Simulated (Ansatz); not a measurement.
Consider the ligand exchange at a Ga–C bond: `C=N[CH2][GaH][OH]` + H₂Se → `[OH][GaH][SeH]` + `C=NC`.

Program: Ansatz. Geometries: PBE0-D4/def2-TZVP. ΔE: electronic, gas phase. CBS: MP2 limit from def2 TZ/QZ plus the TZ coupled-cluster correction, frozen cores. Functionals use def2-TZVPP. For Ga, Se outer-core shells are correlated without core-valence functions, which leaves a few kJ/mol of doubt a bond. Scalar relativity is left out up to krypton. Each species was taken in one conformer, which may not be the lowest.

`C=N[CH2][GaH][OH]`:

```xyz
11

C    -1.237    1.387    0.543
N    -0.631    0.805   -0.398
C    -0.603   -0.625   -0.432
Ga    1.279   -1.215   -0.156
O     2.478    0.107   -0.095
H    -1.778    0.847    1.332
H    -1.235    2.474    0.587
H    -0.874   -0.968   -1.437
H    -1.284   -1.107    0.286
H     1.835   -2.660    0.016
H     2.051    0.956   -0.245
```

H₂Se:

```xyz
3

Se   -0.373    0.478    0.317
H    -0.108    0.145   -1.087
H     0.482   -0.624    0.771
```

`[OH][GaH][SeH]`:

Z-matrix (Å, degrees):
```
Ga
Se 1 2.328
O 1 1.782 2 119.4
H 1 1.550 2 122.4 3 180.0
H 2 1.469 1 93.1 3 0.1
H 3 0.959 1 114.9 2 -0.1
```

`C=NC`:

Z-matrix (Å, degrees):
```
C
N 1 1.439
H 1 1.093 2 109.0
H 1 1.093 2 109.1 3 116.1
H 1 1.100 2 113.7 3 -121.9
C 2 1.257 1 117.9 3 121.5
H 6 1.090 2 119.4 1 -179.9
H 6 1.100 2 123.2 1 0.1
```

(1) Is it downhill or uphill in electronic energy at CCSD(T)/CBS, and by how much? (Estimate.)

(2) What do these levels give: r2SCAN-D4, ωB97X-V, B2PLYP, PBE0, SCS-MP2/def2-TZVPP, CCSD/def2-TZVPP, CCSD(T)/def2-TZVPP, HF/def2-QZVPP, MP2/def2-QZVPP, SCS-MP2/def2-QZVPP, HF/CBS(def2), CCSD/CBS(def2)? (Best estimate.)

Largest T1 diagnostic among the species: 0.014.

## Answers

(1) The calculation gave: Downhill: ΔE = -116.1 kJ/mol.

(2) Ansatz gave: r2SCAN-D4 -118.4, ωB97X-V -116.5, B2PLYP -120.2, PBE0 -120.9, SCS-MP2/def2-TZVPP -118.9, CCSD/def2-TZVPP -118.1, CCSD(T)/def2-TZVPP -116.1, HF/def2-QZVPP -137.5, MP2/def2-QZVPP -117.5, SCS-MP2/def2-QZVPP -118.9, HF/CBS(def2) -137.4, CCSD/CBS(def2) -118.1 kJ/mol.

The D4 term adds +4.4 kJ/mol with B3LYP and +2.6 kJ/mol with PBE0; it sums over pairs of atoms, weighted by their polarisabilities, and B3LYP, whose exchange is more repulsive, gets the larger term. In def2-TZVPP, CCSD(T) changes the Hartree–Fock value by +21.7 kJ/mol (the triples alone add +2.0 kJ/mol) and MP2 by +20.2 kJ/mol.

B3LYP here is the variant with VWN-RPA as its local correlation; programs differ in this.
